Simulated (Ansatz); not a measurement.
Consider the redistribution: `[NH2][Ta](=[O])([OH])[OH]` + `FBF` → `[O]=[Ta]([OH])([OH])[F]` + `NBF`.

Calculated with Ansatz (gas phase, PBE0-D4/def2-TZVP geometries, no zero-point term in ΔE). CCSD(T)/CBS adds triple-zeta CCSD(T) − MP2 to the extrapolated MP2 energy (def2 sets, frozen cores). This one scheme is used for every species. Functionals use def2-TZVPP. B3LYP here is the variant with VWN-RPA as its local correlation; programs differ in this. HSE06 is defined as in plane-wave codes. def2 core potentials past Kr. For Ta outer-core shells are correlated without core-valence functions, which leaves a few kJ/mol of doubt a bond. One conformer a species, not always the lowest.

`[NH2][Ta](=[O])([OH])[OH]`:

Cartesian coordinates in Å:
```
N 1.353 0.863 0.130
Ta -0.201 -0.277 -0.321
O 0.221 -1.079 -1.784
O -1.795 0.740 -0.642
O -0.501 -1.518 1.105
H 1.472 1.382 0.988
H 2.162 0.976 -0.461
H -2.273 1.387 -0.127
H -0.438 -2.473 1.112
```

`FBF`:

```xyz
4

F     0.517    0.277    1.152
B    -0.019    0.029   -0.021
F     0.074   -1.192   -0.496
H    -0.572    0.886   -0.635
```

`[O]=[Ta]([OH])([OH])[F]`:

Z-matrix (Å, degrees):
```
Ta
O 1 1.899
O 1 1.899 2 109.5
O 1 1.718 2 108.6 3 118.5
F 1 1.885 2 110.6 3 -122.2
H 2 0.958 1 130.3 3 -119.8
H 3 0.958 1 130.3 2 119.8
```

`NBF`:

Z-matrix (Å, degrees):
```
N
B 1 1.389
H 1 1.006 2 122.9
H 1 1.004 2 122.4 3 -180.0
F 2 1.337 1 119.2 3 0.0
H 2 1.196 1 121.8 3 -180.0
```

```
             level  ΔE (kcal/mol)  difference from CCSD(T)/CBS
       LDA (SPW92)          -17.9                         -2.9
            PBE-D4          -18.0                         -3.0
         revPBE-D4          -18.0                         -3.0
           BLYP-D4          -17.6                         -2.6
         r2SCAN-D4          -18.0                         -3.0
           PBE0-D4          -17.3                         -2.3
          B3LYP-D4          -17.1                         -2.1
        r2SCANh-D4          -17.6                         -2.6
        r2SCAN0-D4          -17.1                         -2.1
          HSE06-D4          -17.3                         -2.3
          BHLYP-D4          -16.5                         -1.5
           ωB97X-V          -17.7                         -2.7
           ωB97M-V          -17.2                         -2.2
          PBE-QIDH          -16.3                         -1.3
            revPBE          -18.5                         -3.5
              BLYP          -18.4                         -3.4
            r2SCAN          -18.1                         -3.1
              PBE0          -17.8                         -2.8
             B3LYP          -17.9                         -2.9
           r2SCANh          -17.8                         -2.8
           r2SCAN0          -17.3                         -2.3
             HSE06          -17.7                         -2.7
             BHLYP          -17.3                         -2.3
         CAM-B3LYP          -18.1                         -3.1
           LC-ωPBE          -19.1                         -4.1
RPA@PBE/def2-TZVPP          -14.6                          0.4
       HF/def2-SVP          -16.9                         -1.9
      MP2/def2-SVP          -16.0                         -1.0
     CCSD/def2-SVP          -16.4                         -1.4
  CCSD(T)/def2-SVP          -16.2                         -1.2
     HF/def2-TZVPP          -16.1                         -1.1
    MP2/def2-TZVPP          -14.6                          0.4
   CCSD/def2-TZVPP          -15.0                          0.0
CCSD(T)/def2-TZVPP          -14.9                          0.1
     HF/def2-QZVPP          -16.1                         -1.1
    MP2/def2-QZVPP          -14.7                          0.3
SCS-MP2/def2-QZVPP          -15.1                         -0.1
      HF/CBS(def2)          -16.1                         -1.1
     MP2/CBS(def2)          -14.7                          0.3
    CCSD/CBS(def2)          -15.2                         -0.2
       CCSD(T)/CBS          -15.0                            0
```

What do rigid-rotor, harmonic-oscillator terms from PBE0-D4/def2-TZVP frequencies (298.15 K, 1 bar) make of the CCSD(T)/CBS value? (Estimate.)

Ansatz gave: ΔZPE = +1.4 kcal/mol, ΔH = -14.0 kcal/mol, ΔS = -5 J/(mol·K), ΔG = -13.7 kcal/mol.

Largest T1 diagnostic among the species: 0.020.

From BLYP to BHLYP (50 % exact exchange), in def2-TZVPP and without D4, ΔE moves by +1.1 kcal/mol. The D4 term adds +0.7 kcal/mol with B3LYP and +0.4 kcal/mol with PBE0; it sums over pairs of atoms, weighted by their polarisabilities, and B3LYP, whose exchange is more repulsive, gets the larger term.
